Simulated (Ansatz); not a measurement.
Stepwise reaction of `[CH3][SnH2][CH3]` with hydrogen chloride, as a gas-phase model of exchange steps in deposition or etching. ΔE in kJ/mol; ΔG adds harmonic PBE0-D4 terms to CCSD(T)/CBS, at 1 bar.

Calculated with Ansatz (gas phase, PBE0-D4/def2-TZVP geometries, no zero-point term in ΔE). CCSD(T)/CBS adds triple-zeta CCSD(T) − MP2 to the extrapolated MP2 energy (def2 sets, frozen cores). This one scheme is used for every species. DFT in def2-TZVPP. B3LYP here is the variant with VWN-RPA as its local correlation; programs differ in this. Elements past krypton have def2 core potentials. For Sn outer-core shells are correlated without core-valence functions, which leaves a few kJ/mol of doubt a bond.

```tsv
step	reaction	PBE-D4	B3LYP-D4	ωB97M-V	CCSD(T)/CBS	ΔG(500 K)
1	`[CH3][SnH2][CH3]` + HCl → `[CH3][SnH2][Cl]` + CH₄	-122.0	-128.7	-124.4	-120.7	-110.6
2	`[CH3][SnH2][Cl]` + HCl → `[Cl][SnH2][Cl]` + CH₄	-105.3	-110.5	-106.2	-102.6	-86.3
```

Q: By hand: ΔE of the 2 steps together at CCSD(T)/CBS.

A: (-120.7) + (-102.6) = -223.3 kJ/mol, or -111.7 kJ/mol a step.

In ΔE each step is higher than the one before. All are downhill at CCSD(T)/CBS. ΔG lies between -110.6 and -86.3 kJ/mol a step. PBE-D4 differs from CCSD(T)/CBS by -2.7 to -1.3 kJ/mol a step. Isolated molecules leave out the surface, adducts and barriers. Largest T1 diagnostic: 0.011.
